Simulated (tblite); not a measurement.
Species: C7H11O (doublet state).
Cartesian coordinates in Å at the GFN2-xTB level; atoms count from 1:
```xyz
19
C7H11O angstrom
C      2.5138    1.2134    0.5107
O      1.3262    0.6041    0.5841
C      0.7443   -0.0461   -0.4464
C      1.2593   -0.2129   -1.6712
C     -0.6150   -0.5901   -0.0505
C     -0.4650   -1.6105    1.0826
C     -1.4930    0.5511    0.3784
C     -2.5459    0.9722   -0.2952
H      2.8095    1.7121    1.4102
H      3.0568    1.3167   -0.4063
H      0.7084   -0.7459   -2.4212
H      2.2239    0.1603   -1.9611
H     -1.0536   -1.0775   -0.9247
H      0.1320   -2.4568    0.7501
H      0.0260   -1.1522    1.9374
H     -1.4426   -1.9720    1.3925
H     -1.1949    1.0373    1.2974
H     -3.1444    1.8018    0.0414
H     -2.8556    0.5044   -1.2157
```

Level: GFN2-xTB in tblite, geometry and Hessian alike; calculated harmonic values, unscaled, isolated species. This tight-binding method is rough: wavenumbers can miss measured ones by several per cent, in bad cases by 10 to 20. One conformer, not necessarily the lowest. Open shells enter through the occupations alone, without spin polarisation, and single modes of such species can be off by tens of per cent.

Harmonic wavenumbers (cm⁻¹): 40.3, 52.6, 73.2, 175.5, 195.7, 206.9, 235.1, 278.4, 322.8, 341.4, 394.6, 452.0, 554.0, 606.4, 637.8, 681.5, 782.2, 806.6, 896.7, 904.2, 933.0, 982.4, 1020.9, 1035.1, 1097.8, 1107.0, 1176.2, 1196.7, 1250.8, 1277.6, 1297.9, 1301.5, 1366.3, 1401.2, 1415.4, 1418.4, 1494.8, 1496.6, 1629.2, 1716.6, 2966.6, 3034.4, 3038.6, 3045.6, 3067.6, 3096.6, 3122.2, 3134.8, 3147.1, 3168.7, 3196.3.

A = 2869, B = 1368, C = 1318 MHz; mass 111.081 u (most abundant isotopes); point group C1, symmetry number 1; spin multiplicity 2.

Q: Zero-point energy?

A: Half the sum of the wavenumbers: 34136 cm⁻¹ = 97.60 kcal/mol.

Q: What is S at 350 K and 1 bar for an ideal gas of classical rigid rotors and harmonic oscillators?

A: Translation 40.85, rotation 29.00, vibration 36.91, spin (R ln 2) 1.38: S = 108.1 cal/(mol K).

Q: And Cp and H(350 K) − H(0)?

A: Cp = 44.06 cal/(mol K), of which vibrations give 36.11 (their classical limit is 51 R = 101.3); H(350 K) − H(0) = 9.35 kcal/mol without the zero-point energy, 6.57 from vibrations.

Q: Blend soft modes into free rotors: weight 1/[1 + (100 cm⁻¹/ν̃)⁴] for the oscillator and the rest for a rotor with moment μB/(μ + B), μ = h/(8π²ν), B = 10⁻⁴⁴ kg m². What vibrational entropy results?

A: 33.18 cal/(mol K) in place of 36.91, which changes −T·S at 350 K by +1.30 kcal/mol.

Q: What must be added to the electronic energy to get the Gibbs energy at 350 K and 1 bar?

A: ZPE + [H(350 K) − H(0)] − T·S = 97.60 + 9.35 − 37.85 = 69.10 kcal/mol.

Q: How do the functions run with temperature in this model?

A: 
```tsv
T (K)	S (cal/(mol K))	Cp (cal/(mol K))	H − H(0) (kcal/mol)	G − H(0) (kcal/mol)	ln q(vib)
50	59.9	13.7	0.53	-2.47	0.77
100	71.2	19.5	1.36	-5.76	2.16
298.15	101.5	39.1	7.19	-23.06	7.72
373.15	111.0	46.2	10.40	-31.03	9.75
500	126.1	56.7	16.95	-46.09	13.11
750	152.1	71.5	33.10	-80.95	19.42
1000	174.1	81.3	52.27	-121.79	25.24
```

q(vib) and H(0) count from the zero-point level.

Q: Which modes carry the vibrational entropy at 350 K?

A: 40.3 cm⁻¹: 5.56; 52.6 cm⁻¹: 5.03; 73.2 cm⁻¹: 4.38; 175.5 cm⁻¹: 2.68; 195.7 cm⁻¹: 2.47; 206.9 cm⁻¹: 2.37 cal/(mol K); the other 45 give 14.41 together.

Hindered rotation and anharmonicity are outside this model. Other conformers, if any are populated, would add a mixing term that is left out. The structure is chiral; the term R ln 2 for an equal mix with its mirror image is left out.
